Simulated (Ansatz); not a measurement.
The same group exchange along the group O, S, Se.

Isolated molecules relaxed with PBE0-D4/def2-TZVP in Ansatz; ΔE leaves out vibrations. CCSD(T)/CBS adds triple-zeta CCSD(T) − MP2 to the extrapolated MP2 energy (def2 sets, frozen cores). Functionals use def2-TZVPP. Elements past krypton have def2 core potentials. For Se, Sn outer-core shells are correlated without core-valence functions, which leaves a few kJ/mol of doubt a bond. Scalar relativity is left out up to krypton. Each species was taken in one conformer, which may not be the lowest.

| reaction | MP2/CBS(def2) (kJ/mol) | ωB97M-V (kJ/mol) | B2PLYP (kJ/mol) | HF/CBS(def2) (kJ/mol) | CCSD(T)/CBS(def2) (kJ/mol) |
| --- | --- | --- | --- | --- | --- |
| `C[O][SnH3]` + `C=CCCC` → `C=CCCCC` + `[OH][SnH3]` | -63 | -56 | -50 | -41 | -57 |
| `C[S][SnH3]` + `C=CCCC` → `C=CCCCC` + `[SH][SnH3]` | -14 | -17 | -12 | -13 | -15 |
| `C[Se][SnH3]` + `C=CCCC` → `C=CCCCC` + `[SeH][SnH3]` | -6 | -10 | -4 | -6 | -8 |

Largest T1 diagnostic: 0.014, for `[OH][SnH3]`.
